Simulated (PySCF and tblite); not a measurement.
The numbers below are computed, except where a source is named.
C₈H₁₀O, numbered as in [CH:1]#[C:2][C@@H:3]1[CH2:4][CH2:5][C@@H:6]2[O:7][C@@H:8]2[CH2:9]1.

Conformers came from 60 starts (ETKDG and KDG, MMFF94s, GFN2-xTB); geometries are GFN2-xTB. Free energies are PBE-D3(BJ)/6-31+G* single points with GFN2-xTB rigid-rotor and vibrational terms (modes under about 50 cm⁻¹ blended into free rotors). Symmetry numbers and mirror images are counted. Conformers within 5 kcal/mol (GFN2-xTB free energy) were kept, 4 at most. Codes: tblite and PySCF.

The 6-ring runs over atoms 3–4–5–6–8–9.

```json
{"conformer": "1", "shape": "6-ring boat (ring torsions -52, 51, 1, -51, 48, 3°)", "symmetry": "C1", "dipole D": "1.73"}
{"conformer": "2", "shape": "6-ring half-chair (ring torsions -51, 19, -2, 16, -46, 66°)", "symmetry": "C1", "dipole D": "2.24"}
{"conformer": "3", "shape": "6-ring half-chair (ring torsions 53, -20, 1, -15, 48, -69°)", "symmetry": "C1", "dipole D": "1.67"}
```

Problem. Which of these conformers is the most populated at 298.15 K, and with what share?

Solution. Conformer 3, about 99 %.

Problem. Give the DFT energies and free energies relative to the lowest, and all weights.

Solution. 
| conformer | shape | E(DFT) kcal/mol | G(298.15 K) kcal/mol | weight % |
| --- | --- | --- | --- | --- |
| 1 | 6-ring boat (ring torsions -52, 51, 1, -51, 48, 3°) | 6.88 | 6.95 | 0.0 |
| 2 | 6-ring half-chair (ring torsions -51, 19, -2, 16, -46, 66°) | 2.66 | 2.80 | 0.9 |
| 3 | 6-ring half-chair (ring torsions 53, -20, 1, -15, 48, -69°) | 0.00 | 0.00 | 99.1 |

Problem. How does its share change from 220 K to 600 K?

Solution. From 100 % to 92 %; the mixing entropy goes from 0.03 to 0.57 cal/(mol K).
